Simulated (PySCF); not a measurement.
Species: C2H7BGe.
Geometry (PBE0-D3(BJ)/def2-SVP, Å), atoms numbered from 1 in this order:
```xyz
11
C2H7BGe angstrom
B      2.139    0.415    0.328
Ge     0.595   -0.456   -0.724
C     -0.979   -0.401    0.430
C     -2.047    0.364    0.192
H      2.631    1.469    0.005
H      2.541   -0.114    1.338
H      0.229    0.265   -2.038
H      0.915   -1.933   -1.048
H     -0.962   -1.021    1.336
H     -2.909    0.383    0.869
H     -2.117    1.004   -0.695
```

The calculation used EOM-IP-CCSD/aug-cc-pVDZ in PySCF, restricted Hartree–Fock reference, 12 core orbitals frozen, non-relativistic, gas phase, PBE0-D3(BJ)/def2-SVP geometry.

Hartree–Fock orbital energies give these Koopmans values (eV): HOMO 9.91, HOMO-1 11.27, HOMO-2 11.95, HOMO-3 12.36, HOMO-4 13.76, HOMO-5 15.19, HOMO-6 16.70, HOMO-7 17.85.

**Question.** What vertical ionisation energies does EOM-IP-CCSD give?

**Answer.** 
```
leading hole (HF orbital)  Koopmans (eV)  EOM-IP-CCSD (eV)  change (eV)  one-hole share
                     HOMO           9.91              9.72        -0.19            0.96
                   HOMO-1          11.27             10.60        -0.67            0.95
                   HOMO-2          11.95             11.24        -0.71            0.95
                   HOMO-3          12.36             11.67        -0.69            0.94
                   HOMO-4          13.76             12.95        -0.81            0.94
                   HOMO-5          15.19             13.88        -1.31            0.94
                   HOMO-6          16.70             15.22        -1.48            0.93
                   HOMO-7          17.85             16.40        -1.45            0.89
```

**Question.** Does the order of the lines follow the orbital energies?

**Answer.** Yes, no two lines change places. The corrections run from -1.48 to -0.19 eV, with a mean of -0.91 eV over the 8 lines; no line lies above its Koopmans value. Koopmans values leave out both the relaxation of the orbitals and the change in correlation energy.

**Question.** At what kinetic energies would He I light (21.22 eV) eject these electrons?

**Answer.** 11.50 eV (HOMO), 10.62 eV (HOMO-1), 9.98 eV (HOMO-2), 9.55 eV (HOMO-3), 8.27 eV (HOMO-4), 7.34 eV (HOMO-5), 6.00 eV (HOMO-6), 4.82 eV (HOMO-7).

One root was sought for each valence orbital with −ε under 21 eV, eight at most, so deeper holes and satellites are missing; no vibrational structure.

One conformer stands for the species.
